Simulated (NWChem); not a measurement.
[SiH3][Se]S (SiH$_{4}$SeS), optimised at PBE0/def2-SVP with NWChem:

| Quantity | Result |
|---|---|
| highest occupied level (eV) | -7.10 |
| orbital gap (eV) | 5.61 |
| dipole (D) | 1.31 |
| highest harmonic frequency (cm⁻¹) | 2686 |
| zero-point energy (kcal/mol) | 22.2 |

All stand in one matching conformer (torsions within 35°), which need not be the lowest. This build's default masses of Se (78.918 u) and Br (79.917 u) are each other's, which moves their modes by up to 0.6 %.

One S atom is replaced by O, giving [SiH3][Se]O (SiH4SeO), optimised at the same level. How do these values move?


```tsv
quantity	new value	change
highest occupied level (eV)	-6.81	+0.29
orbital gap (eV)	5.55	-0.06
dipole (D)	1.62	+0.31
highest harmonic frequency (cm⁻¹)	3848	+1162
zero-point energy (kcal/mol)	24.7	+2.5
```
